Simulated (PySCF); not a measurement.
Mg(Br)(iPr) (C₃H₇BrMg), SMILES C[CH]([Mg][Br])C.

The structure is a stationary point at B3LYP-D3(BJ)/def2-SVP. One conformer was computed; it need not be the lowest.

All values below come from TDDFT-M06-2X/def2-SVPD (PySCF).

Vertical excitations.  State labels are in the subgroup Cs.

Computed UV-visible absorptions:
| state | symmetry | energy (eV) | λ (nm) | f | main pairs |
|---|---|---|---|---|---|
| S1 | A' | 4.72 | 263 | 0.263 | HOMO→LUMO 95 % |
| S2 | A' | 5.05 | 246 | 0.030 | HOMO→LUMO+1 91 % |
| S3 | A" | 5.11 | 243 | 0.030 | HOMO→LUMO+2 91 % |
| S4 | A' | 5.70 | 217 | 0.049 | HOMO−1→LUMO 94 % |
| S5 | A" | 5.70 | 217 | 0.052 | HOMO−2→LUMO 94 % |
| S6 | A' | 6.37 | 195 | 0.110 | HOMO→LUMO+3 81 % |
| S7 | A" | 6.39 | 194 | 0.000 | HOMO−2→LUMO+1 52 %, HOMO−1→LUMO+2 37 % |
| S8 | A' | 6.49 | 191 | 0.000 | HOMO−1→LUMO+1 47 %, HOMO−2→LUMO+2 42 % |
| S9 | A" | 6.49 | 191 | 0.000 | HOMO−1→LUMO+2 52 %, HOMO−2→LUMO+1 37 % |
| S10 | A' | 6.76 | 183 | 0.030 | HOMO−2→LUMO+2 32 %, HOMO−3→LUMO 31 %, HOMO−1→LUMO+1 27 % |
| T1 | A' | 3.45 | 359 | 0 | HOMO→LUMO 87 % |
| T2 | A' | 4.53 | 274 | 0 | HOMO→LUMO+1 81 %, HOMO→LUMO+4 14 % |
| T3 | A" | 4.55 | 272 | 0 | HOMO→LUMO+2 81 %, HOMO→LUMO+5 15 % |
| T4 | A' | 5.44 | 228 | 0 | HOMO−1→LUMO 92 % |
Triplets are in the Tamm–Dancoff approximation, which puts them higher than full response would, so one can lie above its singlet here.
